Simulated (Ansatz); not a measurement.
Reaction (cleavage of the Si–Si bond): `F[C@H]1C[Si@H]1[SiH3]` + `C[NH][AlH][F]` → `C[N]([SiH3])[AlH][F]` + `FC1C[SiH2]1`

Calculated with Ansatz (gas phase, PBE0-D4/def2-TZVP geometries, no zero-point term in ΔE). CBS: MP2 limit from def2 TZ/QZ plus the TZ coupled-cluster correction, frozen cores. Functionals use def2-TZVPP. Each species was taken in one conformer, which may not be the lowest.

CCSD(T)/CBS gives -0.38 eV.

Q: Another level gave -0.45 eV. Which?
A. PBE0/def2-TZVPP
B. r2SCAN/def2-TZVPP
C. B2PLYP/def2-TZVPP
D. MP2/def2-TZVPP

A: D. MP2/def2-TZVPP -0.45, r2SCAN -0.30, B2PLYP -0.38, PBE0 -0.22 eV.

Largest T1 diagnostic among the species: 0.013.

From PBE to PBE0 (25 % exact exchange), in def2-TZVPP and without D4, ΔE moves by −0.06 eV. The D4 term adds −0.04 eV with B3LYP and −0.02 eV with PBE0; it sums over pairs of atoms, weighted by their polarisabilities, and B3LYP, whose exchange is more repulsive, gets the larger term. In def2-TZVPP, CCSD(T) changes the Hartree–Fock value by +0.11 eV (the triples alone add +0.01 eV) and MP2 by +0.04 eV.

B3LYP here is the variant with VWN-RPA as its local correlation; programs differ in this.
